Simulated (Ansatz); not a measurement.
Frontier orbitals of CH8AlNSSi, SMILES `CS[SiH2][AlH][NH2]`.

Z-matrix (Å, degrees):
```
C
S 1 1.814
H 1 1.092 2 111.7
H 1 1.090 2 106.9 3 118.8
H 1 1.090 2 110.9 3 -122.7
Si 2 2.151 1 99.8 3 58.2
Al 6 2.450 2 106.7 1 -62.5
H 6 1.489 2 103.8 1 177.2
H 6 1.496 2 109.4 1 62.6
N 7 1.771 6 117.2 2 80.0
H 7 1.586 6 125.4 2 -93.6
H 10 1.008 7 124.7 6 -174.8
H 10 1.007 7 125.2 6 8.9
```

Total charge 0; spin multiplicity 1. Geometry: relaxed with PBE0-D4/def2-TZVP. It is one conformer, not always the lowest. Basis def2-TZVPP, the Gaussian-basis code of Ansatz.

Orbital energies of one run (eV). Highest occupied ones, from the top: -5.70, -6.71, -6.98, -7.90, -8.40, -8.72, -9.71, -10.98, -11.10, -11.23, -12.37, -13.17, -16.80, -20.55. Empty: -1.97, -0.85, -0.38, 0.23, 0.42, 0.84.

Task: Which functional gave them?
A. BLYP
B. CAM-B3LYP
C. B97M-V
D. BHLYP

Result: C. HOMO energies: B97M-V -5.70, BLYP -5.19, CAM-B3LYP -7.71, BHLYP -7.45 eV.
